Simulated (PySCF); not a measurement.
SiH₂Cl₂, SMILES Cl[SiH2]Cl. Atoms are numbered in the order given.

```xyz
5

Si     0.0000     0.0000     0.7664
Cl     1.6824     0.0000    -0.4085
Cl    -1.6824     0.0000    -0.4085
H      0.0000    -1.2244     1.5799
H      0.0000     1.2244     1.5799
```
Charge 0, spin multiplicity 1.

Geometry optimised at B3LYP-D3(BJ)/def2-TZVP. The isomer is the one that the SMILES or the coordinates give; other isomers of the formula were not compared.

The numbers are results of B3LYP/pcJ-1 (PySCF), not measurements.

Isotropic couplings with Fermi-contact, spin-dipole and both spin-orbit terms, one fixed conformer, no vibrational averaging. Isotopes: 1H, 29Si.

Computed spin–spin coupling constants:
```tsv
pair	bonds apart	J (Hz)
Si1–H4	1	-302.4
Si1–H5	1	-302.4
H4–H5	2	30.2
```
